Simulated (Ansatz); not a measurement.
System: GaCl, charge -1, multiplicity 2. 
Geometry from a B3LYP-D3(BJ)/def2-TZVP (Ansatz, a quantum-chemistry and plane-wave program) optimisation:
```
Ga
Cl 1 2.4602
```
Charge -1, spin multiplicity 2.

Basis-set convergence of Hartree-Fock and CCSD correlation energies (hartree) with Ansatz. Correlated levels leave the core frozen unless marked. UHF or UKS for open shells. No spin-orbit coupling. The frozen core is the preceding noble-gas configuration, with the filled d and f shells of earlier blocks. Non-relativistic. This anion needs diffuse functions, which these sets lack.

| basis | functions | E(HF) | E(corr, CCSD) |
|---|---|---|---|
| def2-SVP | 50 | -2382.40749 | -0.19795 |
| def2-TZVPP | 90 | -2382.82147 | -0.27182 |
| def2-QZVPP | 159 | [?] | [?] |

Q: Fill in the missing entries.

A: 
- def2-QZVPP, E(HF): -2382.87919
- def2-QZVPP, E(corr, CCSD): -0.29500
